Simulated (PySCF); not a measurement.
# Radial density of Fe⁺ (iron, charge +1)

BLYP, [Ar] 3d6 4p1, one real determinant (an excited configuration). Computed with PySCF 2.14 in def2-TZVPPD, with no relativity, point nucleus.

```
r (bohr)  4πr²ρ (e/bohr)  4πr²(ρα − ρβ)
0.000826         0.09753         0.0000
 0.00139          0.2688         0.0000
 0.00234          0.7222         0.0000
 0.00393           1.883         0.0001
 0.00661           4.632         0.0001
  0.0111           10.38         0.0003
  0.0187           19.86         0.0008
  0.0315           29.36         0.0022
  0.0529           29.75         0.0076
  0.0890           24.18         0.0316
   0.150           31.99         0.1445
   0.252           29.25         0.6845
   0.424           13.04         2.3907
   0.712           16.78         3.7610
    1.20           7.526         2.2313
    2.02           1.330         0.7889
    3.39          0.3926         0.3533
    5.70         0.05073         0.0503
    9.59       0.0004144         0.0004
```

⟨L²⟩ = 8.01 against 12 for a pure F term, so this real determinant mixes terms.
